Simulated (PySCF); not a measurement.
System: sum formula BN2H4Cl (charge 0, singlet). SMILES: NB(N)Cl
Geometry from a B3LYP-D3(BJ)/def2-TZVP (Ansatz) optimisation:
```xyz
8

B      0.0377    -0.3799     0.2317
Cl    -0.1142     1.1521    -0.7027
N      1.3276    -0.9079     0.4162
N     -1.1419    -0.9641     0.7256
H      1.5145    -1.7558     0.9220
H      2.1444    -0.4576     0.0458
H     -1.1603    -1.8167     1.2571
H     -2.0442    -0.5528     0.5705
```

Dispersion corrections to the total energy (kcal/mol) from the dftd3 and dftd4 libraries through PySCF: D3(BJ) without and D4 with the three-body term, each with the damping fitted for the functional named.

```json
[
 {"functional": "PBE", "D3(BJ)": "-3.37", "D4": "?"},
 {"functional": "CAM-B3LYP", "D3(BJ)": "-2.58", "D4": "?"},
 {"functional": "HF", "D3(BJ)": "?", "D4": "-12.26"},
 {"functional": "TPSSh", "D3(BJ)": "-3.88", "D4": "-3.98"},
 {"functional": "BHLYP", "D3(BJ)": "-4.57", "D4": "-3.78"},
 {"functional": "B3LYP", "D3(BJ)": "-5.88", "D4": "-5.25"},
 {"functional": "BLYP", "D3(BJ)": "-7.21", "D4": "-7.35"}
]
```

Task: Fill in the missing entries.

Result: 
- PBE, D4: -3.24
- CAM-B3LYP, D4: -2.71
- HF, D3(BJ): -27.13
